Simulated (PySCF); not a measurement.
Electron correlation in Tl (thallium, neutral)

[Xe] 4f14 5d10 6s1 6p1 7s1, high-spin 4P determinant (an excited configuration). Computed with PySCF 2.14 in aug-cc-pVQZ-PP with ECP60MDF (7s7p5d3f2g, 92 functions), with scalar relativity through the core potential. Frozen: 5s2 5p6 5d10; 3 electrons correlated.

```csv
level,correlation energy (mhartree)
CCSD,-8.84
(T),-0.08
CCSD(T),-8.92
```

Diagnostics: T1 = 0.013, D1 = 0.0307, largest double amplitude 0.032.

Question: Is a single reference adequate?

Answer: Yes, within this model without spin-orbit coupling: T1 lies below 0.03 and no double amplitude reaches 0.07.
